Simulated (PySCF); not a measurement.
## C₆ coefficients of unlike pairs at PBE0

Calculated with PySCF 2.14 from the dipole response of each species, C₆(A,B) = (3/π) ∫ α_A(iu) α_B(iu) du, in atomic units, from isotropic polarisabilities. For ions this is the dispersion term alone; charge-induced terms of lower order in 1/R come first.

```tsv
species	configuration	basis	relativity	α (bohr³)	C₆ (like pair)
Cl	[Ne] 3s2 3p5 (2P)	aug-cc-pCVTZ-DK with one added diffuse shell each of s, p, d, f type (9s8p6d4f)	spin-free X2C	15.07	95.14
Ni³⁺	[Ar] 3d7 (4F)	def2-TZVPPD (6s6p4d2f1g)	none	1.396	3.065
N²⁺	[He] 2s2 2p1 (2P)	aug-cc-pVTZ (5s4p3d2f)	none	2.600	3.695
Mo²⁺	[Kr] 4d4 (5D)	aug-cc-pVTZ-PP with one added diffuse shell each of s, p, d, f, g type with ECP28MDF (7s7p6d4f3g)	core potential	10.05	53.43
```

(1) Estimate C₆ for N²⁺ with Cl.

No spin-orbit coupling is included.

The other pairs:

| pair | C₆ |
| --- | --- |
| Ni³⁺, Cl | 13.90 |
| Mo²⁺, N²⁺ | 14.04 |
| Mo²⁺, Ni³⁺ | 11.46 |
| N²⁺, Ni³⁺ | 2.981 |
| Mo²⁺, Cl | 70.23 |

Results:

(1) The integral gives 18.54. The combination rule 2 C_A C_B / (C_A α_B/α_A + C_B α_A/α_B) gives 18.59 and the geometric mean 18.75.
